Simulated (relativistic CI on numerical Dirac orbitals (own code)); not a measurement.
# Hyperfine structure of Dy²⁶⁺, mass number 161

Computed by Dirac-Coulomb-Breit CI, separate exchange-only KLI orbitals for each configuration, model QED (radiative potential, 1s self-energy scaled to tabulated hydrogen-like ionisation energies), unscaled Slater integrals (own radial code, finite nucleus).

CI space (outside the closed core [Ar] 3d10): 4s2 4p6 4d4, 4s2 4p5 4d5, 4s2 4p6 4d3 4f, 4s 4p6 4d5, 4s 4p6 4d4 4f, 4s2 4p6 4d3 5s, 4s2 4p6 4d3 5d, 4s2 4p6 4d3 6s, 4p6 4d6, 4p5 4d7, 4s2 4p6 4d2 5s2, 4s2 4p6 4d 4f 5s2, 4s 4p6 4d2 4f 5s2, 4s2 4p6 4d 5s2 5d, 4p6 4d5 5s, 4p5 4d6 5s. Double excitations out of closed p, d and f shells are left out; levels of such configurations are missing from the list, as are those of other unlisted configurations, and high levels can miss mixing partners.

Nuclear spin I = 5/2, μ = -0.479 μN, Q = 2.51 b (tables of Stone and Pyykkö). The electronic factors are computed for point nuclear moments, without core polarisation or the Bohr-Weisskopf and QED corrections.

```tsv
Level	E (eV)	A (MHz)	B (MHz)
4s2 4p6 4d4 5D_1	6.2267	76.23	8470
4s2 4p6 4d4 5D_2	9.6411	-837.6	12000
4s2 4p6 4d4 5D_3	11.2010	-1338	4680
4s2 4p6 4d4 3G_3	17.7249	-1458	4680
4s2 4p6 4d4 3H_5	19.2745	-1632	19600
4s2 4p6 4d4 3P_1	19.8539	-1638	427
4s2 4p6 4d4 3H_6	20.4464	-1711	22600
4s2 4p6 4d4 3G_4	21.7064	-1862	-8760
```

Levels with J = 0, under 50 % of one LS term, or S terms without an open s electron are left out. Small factors come from cancelling terms and can be off by tens of per cent or more.

At this charge energies of transitions that change n are usually good to better than 1 %, and those within a shell (Δn = 0) to a few per cent. Terms inside the open d or f shell come out 10 to 20 % too wide with unscaled integrals.

Problem. Give the hyperfine levels of 4s2 4p6 4d4 5D_2 relative to its centre of gravity.

Solution. With K = F(F + 1) − I(I + 1) − J(J + 1), E = AK/2 + B[¾K(K + 1) − I(I + 1)J(J + 1)]/[2I(2I − 1)J(2J − 1)]: F = 1/2: 14240, F = 3/2: 7600, F = 5/2: -480.4, F = 7/2: -5507, F = 9/2: -1195 MHz.

LS names give the leading component of a level, which can be under half, so a name can repeat, a term be missing and a line seem to break the LS rules.
